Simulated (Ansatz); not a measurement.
One geometry of H4Au3, several levels of theory.

```yaml
crystal:
  periodic: [false, false, false]
  atoms:
    - {symbol: Au, position_ang: [-0.201514, 0.350811, 0.889313]}
    - {symbol: Au, position_ang: [-0.667538, -1.537725, -1.007953]}
    - {symbol: Au, position_ang: [1.109789, 0.439014, -1.417991]}
    - {symbol: H, position_ang: [-0.844105, -2.543278, -2.227567]}
    - {symbol: H, position_ang: [-0.415121, 0.688562, 2.798077]}
    - {symbol: H, position_ang: [2.127277, 1.655020, -1.523283]}
    - {symbol: H, position_ang: [-1.108789, 0.947606, 2.489394]}
basis:
  gaussian: {orbitals: def2-TZVP, initial_orbitals: start.molden}
magnetization: {spin_polarized: true, initial_magnetization: 1}
hamiltonian: {xc: {name: B2PLYP}}
scf: {omitted_lower_state_checks: [starts]}
```

The file start.molden holds the orbitals of an earlier run on this structure, at another level or in another basis.

```sh
$ ansatz run in.yaml --threads 4 --pin off --events-out ev --progress --plain --max-ram 3916MiB
```

It prints (some lines left out):

```
Functional definition: B2PLYP
1326 factors; integrals over basis functions are off by at most 8.6e-4 eV
mean field evaluation 1: about -11116.5689 eV, gradient 5.9e0 eV
mean field evaluation 2: about -11116.7603 eV, gradient 2.4e-1 eV
mean field evaluation 4: about -11117.1445 eV, gradient 1.0e-2 eV
mean field evaluation 8: about -11117.1446 eV, gradient 2.3e-6 eV
mean field -11117.14456568 eV, -408.5475273176 hartree, gradient 6.2e-6 eV, S^2 0.770940; 0 other end points of the search recorded, 0 dependent functions left out
reference -11117.14475100 eV, -408.5475341278 hartree; 31, 30 occupied and 113, 114 virtual orbitals, 1326 factors
second order -45.39577059 eV of doubles, -0.00000000 eV of singles
Total energy: -11129.40160906 eV, -408.9979653535 hartree
Checks for a lower state left out: starts
```

Hardware: 4 threads of Arm Neoverse V2 on a shared host. Wall time 6 s.

First input, but with `hamiltonian: {xc: pbe0, dispersion: d4}`, `output: {orbitals: {seedname: orbitals}}` (abridged; 5 s):

```
Functional definition: PBE0
mean field -11145.16664138 eV, -409.5773196056 hartree, gradient 1.8e-5 eV, S^2 0.759054
Total energy: -11145.35562337 eV, -409.5842645656 hartree
Checks for a lower state left out: starts
```

The first input with `gaussian: {orbitals: def2-SVP, initial_orbitals: start.molden}`, `correlation: {method: ccsd_t}`, `scf: {omitted_lower_state_checks: [starts, cluster_reference]}`, `output: {orbitals: {seedname: orbitals}}` and without the key `hamiltonian` (abridged; 2.8 min):

```
Functional definition: HF
mean field -11064.14246881 eV, -406.5997361836 hartree, gradient 2.9e-6 eV, S^2 0.801034
second order -32.68735803 eV of doubles, -0.00000000 eV of singles
cycle   1  -28.82651568 eV  change     3.9e0 eV  update   2.2e-1
cycle   2  -30.21285837 eV  change    -1.4e0 eV  update   7.2e-2
cycle   3  -30.43186558 eV  change   -2.2e-1 eV  update   4.5e-2
cycle   4  -30.40251918 eV  change    2.9e-2 eV  update   2.0e-2
cycle   5  -30.38799432 eV  change    1.5e-2 eV  update   1.1e-2
cycle   6  -30.40150908 eV  change   -1.4e-2 eV  update   5.4e-3
cycle   7  -30.40315333 eV  change   -1.6e-3 eV  update   2.8e-3
cycle   8  -30.40195897 eV  change    1.2e-3 eV  update   1.2e-3
cycle   9  -30.40288078 eV  change   -9.2e-4 eV  update   6.0e-4
cycle  10  -30.40299325 eV  change   -1.1e-4 eV  update   2.9e-4
cycle  11  -30.40249251 eV  change    5.0e-4 eV  update   1.5e-4
cycle  12  -30.40276156 eV  change   -2.7e-4 eV  update   8.4e-5
cycle  13  -30.40270072 eV  change    6.1e-5 eV  update   4.5e-5
perturbative correction -0.90911052 eV, -0.0334091954 hartree
Total energy: -11095.45428005 eV, -407.7504240227 hartree
Checks for a lower state left out: starts, cluster_reference
```

The first input with `hamiltonian: {xc: lda}`, `output: {orbitals: {seedname: orbitals}}` (abridged; 1.4 s):

```
Functional definition: SPW92
mean field -11129.68847785 eV, -409.0085075873 hartree, gradient 1.5e-5 eV, S^2 0.751226
Total energy: -11129.68852856 eV, -409.0085094508 hartree
Checks for a lower state left out: starts
```

As the first input, with `hamiltonian: {xc: r2scan, dispersion: d4}`, `output: {orbitals: {seedname: orbitals}}` (abridged; 6 s):

```
Functional definition: r2SCAN
mean field -11150.93692940 eV, -409.7893737789 hartree, gradient 2.1e-5 eV, S^2 0.756601
Total energy: -11150.98382995 eV, -409.7910973425 hartree
Checks for a lower state left out: starts
```

The first input with `hamiltonian: {xc: pbe, dispersion: d4}`, `output: {forces: true, orbitals: {seedname: orbitals}}` (abridged; 3.1 s):

```
Functional definition: PBE
mean field -11149.29709625 eV, -409.7291110223 hartree, gradient 1.7e-5 eV, S^2 0.752462
Total energy: -11149.51724345 eV, -409.7372012827 hartree
Atom 0 force     0.000402     0.001315     0.002874 eV/Å
Atom 1 force     0.001156    -0.000341    -0.003583 eV/Å
Atom 2 force    -0.004810     0.003044    -0.002466 eV/Å
Atom 3 force     0.000800    -0.002264     0.001568 eV/Å
Atom 4 force    -0.015656     0.000996    -0.005286 eV/Å
Atom 5 force     0.003132    -0.001569     0.000194 eV/Å
Atom 6 force     0.014975    -0.001181     0.006699 eV/Å
Dipole moment:    -0.183415     0.204019     0.649662 e Å
Checks for a lower state left out: starts
```

Geometry: PBE-D4/def2-TZVP.

In the def2 sets Au takes a core potential; there is no spin–orbit coupling. Correlated methods freeze no core orbitals; core or outer-core shells of Au are correlated, in sets that lack core-valence functions. In the doublet, H5 and H7 lie 0.80 Å apart (atoms count from 1), so H2 has formed as a molecule. No other spin state of charge 0 was run. Another isomer (doublet) lies 0.06 eV lower at PBE0-D4/def2-TZVP; other spin states weren't run for this one.
